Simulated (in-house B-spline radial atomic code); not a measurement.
## Ionising Sb IV (Sb3+) with different functionals

Computed with a B-spline radial code for spherical atoms: scalar-relativistic (spin-free X2C) Hamiltonian, Fermi nucleus of rms radius 4.6802 fm, spin-polarised at highest spin, spherical fractional occupations for the functionals, and exact exchange of hybrids averaged over the configuration. The ionisation energy is the difference of two self-consistent energies, [Kr] 4d10 5s2 → [Kr] 4d10 5s1, without Breit or QED terms; ε is the level of the shell that loses the electron (its least bound occupied spin orbital). There is no spin-orbit coupling in this Hamiltonian.

| method | rung | ΔSCF (eV) | -ε(5s) (eV) |
| --- | --- | --- | --- |
| PBE0 | global hybrid | 43.59 | 39.87 |
| B3LYP | global hybrid | 44.04 | 39.93 |
| TPSSh | global hybrid | ? | ? |
| BHandHLYP | global hybrid | ? | ? |
| r2SCAN0 | global hybrid | 43.33 | 40.04 |
| B97-1 | global hybrid | 43.87 | 39.67 |
| HSE06 | range-separated hybrid | 43.64 | 39.55 |
| wB97X | range-separated hybrid | 43.66 | 42.45 |
| CAM-B3LYP | range-separated hybrid | 43.98 | 41.53 |
| LC-wPBE | range-separated hybrid | 43.48 | 42.68 |

Task: What does TPSSh give?

Result: ΔSCF 43.48 eV, and -ε(5s) = 39.11 eV.

Task: What does BHandHLYP give?

Result: ΔSCF 43.47 eV, and -ε(5s) = 40.93 eV.

Task: Among the functionals, which spreads more, the ΔSCF values or the orbital energies?

Result: The orbital energies: ΔSCF values span about 0.71 eV and the orbital energies 3.56 eV; here energy differences depend much less on the functional than eigenvalues do.

Task: How do they compare with the NIST value?

Result: NIST lists 43.80 eV ± 0.025 (measured, ground level to ground level). Errors run from -0.47 to +0.24 eV; B97-1 is closest (+0.06 eV), but part of that can be cancellation, since the calculations leave out Breit-QED terms.
